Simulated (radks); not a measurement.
The numbers below are computed, except where a source is named.
The thallium anion Tl- inside a hard spherical wall (all orbitals vanish at R), configuration held at [Hg] 6p2 and not refilled when levels cross. Level of theory: scalar-relativistic Kohn-Sham, r2SCAN, spin-polarised, spherical densities, finite nucleus; open shells are filled with parallel spins first (spin-orbit coupling, left out, can overturn this in heavy ions); meta-GGA in the generalised Kohn-Sham scheme; Fermi nuclear charge, rms radius 5.4759 fm (a radial shooting solver on a logarithmic mesh with Libxc functionals). Eigenvalues in eV for spin up, with the zero of energy where the potential of the charges vanishes at infinity; a dash marks a level that is unbound or too diffuse for the functional's potential to be trusted. A positive occupied level is held by the wall or, in an anion where self-interaction has pushed it up, behind a barrier. The pressure on the wall is -dE/dV.

[
 {"R (bohr)": "15", "E (hartree)": "-20243.0732", "kinetic (hartree)": "22787.519", "e(5p)": "-72.937", "e(5d)": "-10.833", "e(6s)": "-5.230", "e(6p)": "1.361", "e(7s, empty)": "2.365", "e(6d, empty)": "3.641", "pressure (GPa)": "0.00774"},
 {"R (bohr)": "12", "E (hartree)": "-20243.0690", "kinetic (hartree)": "22787.532", "e(5p)": "-72.522", "e(5d)": "-10.418", "e(6s)": "-4.875", "e(6p)": "1.663", "e(7s, empty)": "3.213", "e(6d, empty)": "4.814", "pressure (GPa)": "0.0413"},
 {"R (bohr)": "8", "E (hartree)": "-20243.0359", "kinetic (hartree)": "22787.636", "e(5p)": "-71.016", "e(5d)": "-8.930", "e(6s)": "-3.717", "e(6p)": "2.954", "e(7s, empty)": "7.224", "e(6d, empty)": "8.535", "pressure (GPa)": "0.802"},
 {"R (bohr)": "7", "E (hartree)": "-20243.0044", "kinetic (hartree)": "22787.745", "e(5p)": "-70.186", "e(5d)": "-8.124", "e(6s)": "-3.112", "e(6p)": "3.803", "e(7s, empty)": "10.036", "e(6d, empty)": "10.626", "pressure (GPa)": "2.15"},
 {"R (bohr)": "6", "E (hartree)": "-20242.9343", "kinetic (hartree)": "22788.003", "e(5p)": "-68.868", "e(5d)": "-6.865", "e(6s)": "-2.118", "e(6p)": "5.313", "e(7s, empty)": "15.055", "e(6d, empty)": "14.040", "pressure (GPa)": "6.89"},
 {"R (bohr)": "3", "E (hartree)": "-20239.5526", "kinetic (hartree)": "22800.996", "e(5p)": "-48.743", "e(5d)": "11.887", "e(6s)": "21.822", "e(6p)": "39.397", "e(7s, empty)": "110.18", "e(6d, empty)": "71.110", "pressure (GPa)": "1440"},
 {"R (bohr)": "2.5", "E (hartree)": "-20234.8056", "kinetic (hartree)": "22818.479", "e(5p)": "-33.915", "e(5d)": "27.191", "e(6s)": "47.595", "e(6p)": "73.158", "e(7s, empty)": "189.27", "e(6d, empty)": "117.39", "pressure (GPa)": "5740"},
 {"R (bohr)": "2", "E (hartree)": "-20220.1604", "kinetic (hartree)": "22869.498", "e(5p)": "-3.423", "e(5d)": "62.258", "e(6s)": "115.94", "e(6p)": "156.92", "e(7s, empty)": "365.15", "e(6d, empty)": "220.16", "pressure (GPa)": "30000"},
 {"R (bohr)": "1.5", "E (hartree)": "-20163.0394", "kinetic (hartree)": "23051.302", "e(5p)": "79.544", "e(5d)": "163.68", "e(6s)": "334.26", "e(6p)": "404.09", "e(7s, empty)": "834.54", "e(6d, empty)": "495.27", "pressure (GPa)": "233000"}
]
